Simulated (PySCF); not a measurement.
Species: C3H8Si2.
Bonds: C1–C2, C2–C3 (triple), C3–Si4, Si4–Si5. Hydrogens: H6, H7, H8 on C1; H9, H10 on Si4; H11, H12, H13 on Si5.

The closed-shell ground state was solved at several levels (PySCF, density fitting, gas phase, non-relativistic). Geometry: PBE0-D3(BJ)/def2-SVP; no solvent, vibrations or thermal averaging.

| level | basis functions | total energy (Eh) | HOMO (eV) | LUMO (eV) | gap (eV) | dipole (D) |
| --- | --- | --- | --- | --- | --- | --- |
| wB97X-D/pcSseg-2 | 306 | -698.0837 | -9.21 | 1.62 | 10.83 | 1.65 |
| PBE0/pcSseg-1 | 139 | -697.6263 | -7.44 | -0.01 | 7.43 | 1.62 |

Q: What might CAM-B3LYP/def2-SVPD (172 basis functions) give for the same quantities?

A: Total energy -697.7281 Eh, HOMO -8.69 eV, LUMO 0.95 eV, gap 9.64 eV, dipole 1.56 D.

Q: Over all these levels, which gives the widest orbital gap and which the narrowest?

A: wB97X-D/pcSseg-2 (range-separated hybrid) has the widest, 10.83 eV, and PBE0/pcSseg-1 (global hybrid, 25 % exact exchange) the narrowest, 7.43 eV. Functional and basis both differ between the two, so the spread mixes both effects.

Q: How far do the dipole and the HOMO energy spread over the levels?

A: The dipole runs from 1.56 to 1.65 D (mean 1.61 D) and the HOMO from -9.21 to -7.44 eV.

The pairwise dispersion term of wB97X-D wasn't added to the energies; at a given geometry it leaves orbitals and properties as they are.
